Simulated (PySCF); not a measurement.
# Os: ionisation energy

Os [Xe] 4f14 5d6 6s2 (5D) → Os⁺ [Xe] 4f14 5d6 6s1 (6D), as a difference of total energies. All numbers are calculated (PySCF 2.14, a scalar-relativistic core potential, in def2-TZVPPD with the def2 core potential (60 electrons) (6s5p3d2f1g, 59 functions)). Correlated levels: valence and next inner shell: nothing frozen outside the core potential. The calculations carry no spin-orbit coupling.

```json
{"method": "UHF", "ionisation energy (eV)": "6.504", "error (eV)": "-1.969"}
{"method": "MP2 (valence and next inner shell)", "ionisation energy (eV)": "8.102", "error (eV)": "-0.371"}
{"method": "SCS-MP2 (valence and next inner shell)", "ionisation energy (eV)": "8.183", "error (eV)": "-0.290"}
{"method": "CCSD (valence and next inner shell)", "ionisation energy (eV)": "7.955", "error (eV)": "-0.518"}
{"method": "CCSD(T) (valence and next inner shell)", "ionisation energy (eV)": "8.093", "error (eV)": "-0.380"}
```

Reference: 8.473 eV (measured; NIST levels, between the centres of gravity of the two terms).

Errors of the correlated levels include the incompleteness of this basis.
